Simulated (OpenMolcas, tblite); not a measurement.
A ladder of methods for InHCl2 (SMILES [H][In]([Cl])[Cl])

InHCl2 has 4 atoms, charge 0, and is taken as a singlet. As SMILES, `[H][In]([Cl])[Cl]`. The shape comes from GFN2-xTB, which is rough for such elements, and wasn't checked as a minimum.

```xyz
4

In   -0.1020   -0.1712    0.0001
Cl    2.1823   -0.0736    0.0135
Cl   -1.1038    1.8839   -0.0150
H    -0.9765   -1.6392    0.0014
```

Each level gives the HOMO–LUMO gap (eV). The values are calculated.

```
                            level            kind     program  value (eV)   CPU time
                        IPEA1-xTB  semi-empirical      tblite        5.83  under 2 s
    HF/def2-SVPD (core potential)    Hartree–Fock  OpenMolcas       12.74      9.5 s
 SVWN5/def2-SVPD (core potential)             LDA  OpenMolcas        4.84       17 s
revPBE/def2-SVPD (core potential)             GGA  OpenMolcas        5.01       22 s
r2SCAN/def2-SVPD (core potential)        meta-GGA  OpenMolcas        5.59       27 s
  PBE0/def2-SVPD (core potential)   global hybrid  OpenMolcas        7.05       23 s
B2PLYP/def2-SVPD (core potential)   double hybrid  OpenMolcas        9.11       16 s
```

The values span 4.84 to 12.74 eV. Orbital gaps aren't excitation energies, and those of double hybrids come from the SCF part alone; they tend to grow with the share of exact exchange. CPU times are rough (shared hosts, several kinds of processor): they show what a rung costs within a factor of a few.
